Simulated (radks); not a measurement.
Task: All-electron atom: Pd1.375+ in [Kr] 4d(up 5, down 3.625) (fractional occupations, a model configuration). Calculated with a radial shooting solver on a logarithmic mesh with Libxc functionals: scalar-relativistic Kohn-Sham, SCAN, spin-polarised, spherical densities, finite nucleus; meta-GGA in the generalised Kohn-Sham scheme; Fermi nuclear charge, rms radius 4.5318 fm. Some entries of the table are withheld. Estimate them.

| orbital | occ. | eigenvalue (eV) | <r> (bohr) | <r^2> (bohr^2) |
|---|---|---|---|---|
| 1s up | 1 | -24230.29 | 0.03186 | 0.001372 |
| 1s down | 1 | -24230.28 | 0.03186 | 0.001372 |
| 2s up | 1 | -3566.573 | 0.1382 | 0.02254 |
| 2s down | 1 | -3566.312 | 0.1382 | 0.02254 |
| 2p up | 3 | -3195.822 | 0.1206 | 0.01778 |
| 2p down | 3 | -3195.613 | 0.1206 | 0.01777 |
| 3s up | 1 | -662.4954 | 0.3783 | 0.1638 |
| 3s down | 1 | -662.3881 | 0.3783 | 0.1638 |
| 3p up | 3 | -539.4997 | 0.3781 | 0.1661 |
| 3p down | 3 | -539.3606 | 0.3781 | 0.1661 |
| 3d up | 5 | -345.1275 | 0.3576 | 0.1526 |
| 3d down | 5 | -344.8729 | 0.3576 | 0.1526 |
| 4s up | 1 | -104.8819 | 0.9483 | (1) |
| 4s down | 1 | -103.6093 | 0.9470 | (2) |
| 4p up | 3 | (3) | 1.040 | 1.239 |
| 4p down | 3 | (4) | 1.039 | 1.238 |
| 4d up | 5 | -19.8603 | 1.410 | (5) |
| 4d down | 3.625 | -18.6206 | 1.427 | (6) |

Result: 
(1) 4s up <r^2> (bohr^2): 1.018
(2) 4s down <r^2> (bohr^2): 1.016
(3) 4p up eigenvalue (eV): -69.6954
(4) 4p down eigenvalue (eV): -68.3654
(5) 4d up <r^2> (bohr^2): 2.402
(6) 4d down <r^2> (bohr^2): 2.470
